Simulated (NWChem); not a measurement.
# CCl2, singlet; SMILES Cl[C]Cl

Program: NWChem. Low-valent species are run as closed-shell singlets; no triplet was tried in these runs. All runs use the structure optimised with PBE0-D3(BJ)/def2-TZVP. COSMO at B3LYP/def2-SVP, default radii, gas-phase geometry; f = (ε − 1)/ε scales the surface charges.

| row | f | electrostatic solvation energy (kcal/mol) |
|---|---|---|
| ε = 1.5 | 0.3333 | -0.70 |
| ε = 4.8 | 0.7917 | withheld |
| ε = 7.6 | 0.8684 | -1.95 |
| ε = 25.0 | 0.9600 | -2.19 |
| ε = 46.7 | 0.9786 | -2.24 |

Task: Fit a straight line of the last column on the one before it, predict the withheld value, and compare with the run.

Result: 
1. Means of the 4 shown rows: x = 0.78507, y = -1.770. Slope Σ(x − x̄)(y − ȳ)/Σ(x − x̄)² = -0.6628/0.2791 = -2.375; intercept 0.095.
2. The shown rows scatter about the line by 0.011 (root mean square); the largest residual is +0.02, at ε = 7.6.
3. At x = 0.7917 (ε = 4.8; inside the shown range) the line gives -1.79.
4. The run gives -1.76, +0.03 from the line.
